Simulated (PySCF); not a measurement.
disilanyl(fluoro)silane (FH7Si3), SMILES F[SiH2][SiH2][SiH3]. Atoms are numbered in the order given.

```xyz
11

Si    -2.0420    -0.0676     0.1325
Si    -0.0851     1.2271     0.3018
Si     1.6763    -0.2795    -0.1148
F      0.9628    -1.6654    -0.6278
H     -1.9654    -1.2000     1.0994
H     -3.2543     0.7486     0.4369
H     -2.1543    -0.6077    -1.2521
H     -0.0903     2.3315    -0.7042
H      0.0505     1.8231     1.6651
H      2.4529    -0.5993     1.1162
H      2.6081     0.1731    -1.1855
```
Charge 0, spin multiplicity 1.

Geometry optimised at B3LYP-D3(BJ)/def2-SVP. One conformer was computed; it need not be the lowest.

Method: B3LYP-D3(BJ)/def2-SVP in PySCF.

Frequencies are harmonic and unscaled.

Computed normal modes with their intensities:
| mode | ν (cm⁻¹) | IR (km/mol) | moving atoms (share of kinetic energy) |
|---|---|---|---|
| 1 | 8 | 0.6 | Si 40 %, F 30 %, H 29 % |
| 2 | 82 | 1.2 | Si 49 %, F 40 %, H 11 % |
| 3 | 129 | 0.0 | H 97 % |
| 4 | 219 | 12.2 | Si 50 %, F 39 %, H 11 % |
| 5 | 327 | 20.8 | H 94 % |
| 6 | 396 | 0.2 | Si 85 %, H 15 % |
| 7 | 413 | 3.3 | H 91 % |
| 8 | 453 | 9.1 | Si 84 %, H 16 % |
| 9 | 507 | 12.4 | H 82 %, Si 17 % |
| 10 | 584 | 14.1 | H 75 %, Si 24 % |
| 11 | 691 | 12.3 | H 92 % |
| 12 | 700 | 167.5 | H 85 %, Si 15 % |
| 13 | 741 | 22.8 | H 92 % |
| 14 | 843 | 39.7 | F 51 %, H 30 %, Si 19 % |
| 15 | 869 | 234.1 | H 82 %, Si 14 % |
| 16 | 903 | 321.8 | H 80 %, Si 15 % |
| 17 | 926 | 10.4 | H 90 %, Si 8 % |
| 18 | 944 | 80.9 | H 96 % |
| 19 | 947 | 37.5 | H 97 % |
| 20 | 958 | 76.2 | H 91 % |
| 21 | 2197 | 58.9 | H 98 % |
| 22 | 2207 | 23.9 | H 96 % |
| 23 | 2212 | 119.5 | H 98 % |
| 24 | 2223 | 79.6 | H 98 % |
| 25 | 2224 | 80.3 | H 97 % |
| 26 | 2230 | 16.7 | H 96 % |
| 27 | 2233 | 238.1 | H 96 % |
